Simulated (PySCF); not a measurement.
# Energy of Co⁺ (cobalt, charge +1) between two integer charges

The 3d beta orbital of [Ar] 3d8 is emptied in steps (occupation f), with all orbitals relaxed, ending at [Ar] 3d7. All numbers are calculated (PySCF 2.14, the non-relativistic Hamiltonian (point nucleus), in aug-cc-pVTZ (8s7p5d3f2g, 93 functions)). The exact energy is a straight line in f; departures are measured from the line between the end points of the same method.

| f | BHandHLYP (eV) | wB97X (eV) | BLYP (eV) |
| --- | --- | --- | --- |
| 1 | 0.000 | 0.000 | 0.000 |
| 0.8 | -0.273 | -0.273 | -1.077 |
| 0.6 | -0.430 | -0.424 | -1.640 |
| 0.4 | -0.448 | -0.437 | -1.663 |
| 0.2 | -0.311 | -0.299 | -1.123 |
| 0 | 0.000 | 0.000 | 0.000 |

Question: For BLYP, how does the orbital energy at f = 1 compare with the removal energy?

Answer: −ε = 11.759 eV against a total-energy difference of 18.384 eV. By Janak's theorem ε = ∂E/∂f, so the gap between them reflects the curvature. Along the path −ε is 14.261 (f = 0.8), 16.899 (f = 0.6), 19.659 (f = 0.4), 22.527 (f = 0.2) eV.

| method | E(f=0) − E(f=1) (eV) | −ε at f=1 (eV) | −ε at f=0.4 (eV) |
| --- | --- | --- | --- |
| BHandHLYP | 17.154 | 15.543 | 17.438 |
| wB97X | 17.723 | 16.090 | 18.025 |
| BLYP | 18.384 | 11.759 | 19.659 |

Reference removal energy between the ground levels: 17.084 eV (measured; NIST Atomic Spectra Database, ionization energies). The calculation has no spin-orbit coupling. The determinant left behind need not be the lowest term of the ion.
